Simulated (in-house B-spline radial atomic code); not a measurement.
# BSE on G0W0@HF excitations of Cd

Method: BSE on G0W0@HF. Computed with an all-electron radial atomic-structure program (B-spline basis): linear response of the closed shell [Kr] 4d10 5s2 with a statically screened interaction on G0W0 levels; scalar-relativistic (spin-free one-electron X2C), finite nucleus, no spin-orbit coupling, no double excitations, S, P, D and F terms only; shells from n = 3 respond. Only terms of natural parity with L up to 3 were computed.

Only levels near the gap carry their own quasi-particle shift, so the BSE energies are approximate.

Command:
```bash
python run_td.py task.json out
```
Settings (radii: box in bohr, nucleus in fm):
```
Z                        48
electrons                48
configuration            [Kr] 4d10 5s2
hamiltonian              x2c
method                   bse
box_radius               75
rms_radius               4.6087
intervals                77
```

Run time, properties included: 36 s on 1 thread of Arm Neoverse N1, with other jobs on the host.

The lowest states, in the order of their Tamm-Dancoff energies; the method's threshold (minus the highest G0W0 level) is 8.935 eV. Labels give the largest channel, * marks a mixed state, and oscillator strengths are full-response dipole values. Measured ¹D terms are left out, since they can mix with doubly excited terms. Energies in eV:

```csv
state,full response,Tamm-Dancoff,oscillator strength,measured (J-weighted term)
5s → 5p 3P,4.120,4.204,-,3.874
5s → 5p 1P,5.885,6.084,1.84,5.417
5s → 6s 3S,6.439,6.449,-,6.383
5s → 6s 1S,?,?,-,?
5s → 6p 3P,7.259,7.264,-,-
5s → 5d 3D,7.383,7.384,-,7.378
5s → 5d 1D,7.462,7.463,-,-
5s → 6p 1P,7.472,7.521,0.13,-
5s → 7s 3S,?,?,-,-
5s → 7s 1S,7.838,7.842,-,-
5s → 7p 3P,8.017,8.018,-,-
5s → 6d 3D,8.068,8.068,-,-
5s → 4f 3F,8.081,8.081,-,-
5s → 4f 1F,8.083,8.083,-,-
5s → 6d 1D,8.103,8.104,-,-
5s → 7p 1P,8.093,8.112,0.0325,-
```

Q: Where does 5s → 6s 1S lie?

A: At 6.803 eV in full response, 6.816 eV in Tamm-Dancoff; measured 6.610 eV.

Q: Where does 5s → 7s 3S lie?

A: At 7.733 eV in full response, 7.735 eV in Tamm-Dancoff.

Q: How large is the singlet-triplet splitting of 5s → 5p (P terms) in Tamm-Dancoff?

A: 1.88 eV, from the unrounded values.

Q: What polarisabilities and dispersion coefficient does the method give?

A: Dipole 48.07 bohr³, quadrupole 504.9 bohr⁵, C6 464.1 hartree·bohr⁶ for two such species. Recommended dipole value: 46 ± 2 bohr³ (Schwerdtfeger and Nagle, table of static dipole polarizabilities (2023 update)), which includes relativity and correlation.
